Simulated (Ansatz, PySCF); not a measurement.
Al(H)(OMe)(SeH) (CH5AlOSe), SMILES C[O][AlH][SeH]. Atoms are numbered in the order given.

```xyz
9

Al    -0.0466    -1.0479     0.7017
H     -0.0130    -1.3945     2.2337
O     -0.0636    -2.3055    -0.4311
C     -0.0928    -2.4508    -1.8211
H     -0.1168    -1.4781    -2.3494
H      0.7983    -3.0019    -2.1697
H     -0.9845    -3.0242    -2.1297
Se    -0.0736     1.1136    -0.0966
H     -0.0501     1.6626     1.2636
```
Charge 0, spin multiplicity 1.

Coordinates come from a ωB97X-D3(BJ)/def2-SVP optimisation. The structure was generated by enumeration; whether it is a known compound was not checked. One conformer was computed; it need not be the lowest.

Two levels are set side by side: PBE-D3(BJ)/def2-SVP (Ansatz, a first-principles code) and ωB97X-D3(BJ)/def2-SVP (PySCF). Each level has its own optimised geometry; the coordinates shown are those of the second. Frequencies come from the Hessian of PySCF at each geometry. Differences are taken from unrounded values.

```
quantity                            ωB97X-D3(BJ)  PBE-D3(BJ)  PBE-D3(BJ) minus ωB97X-D3(BJ)
----------------------------------  ------------  ----------  -----------------------------
mean bond length (Å)                       1.469       1.483                          0.014
bond Al1–O3 (Å)                            1.693       1.709                          0.017
bond Al1–Se8 (Å)                           2.304       2.336                          0.032
bond O3–C4 (Å)                             1.398       1.402                          0.004
bond Al1–H2 (Å)                            1.571       1.585                          0.014
bond C4–H5 (Å)                             1.107       1.116                          0.009
bond C4–H6 (Å)                             1.104       1.113                          0.009
bond C4–H7 (Å)                             1.104       1.113                          0.009
bond Se8–H9 (Å)                            1.467       1.486                          0.019
highest harmonic wavenumber (cm⁻¹)          3123        3001                           -122
mean harmonic wavenumber (cm⁻¹)             1213        1158                            -54
zero-point energy (kcal/mol)               36.41       34.78                          -1.63
```

Exact exchange shortens and stiffens bonds; PBE has none. Differences between two approximate levels are no errors against the true value.
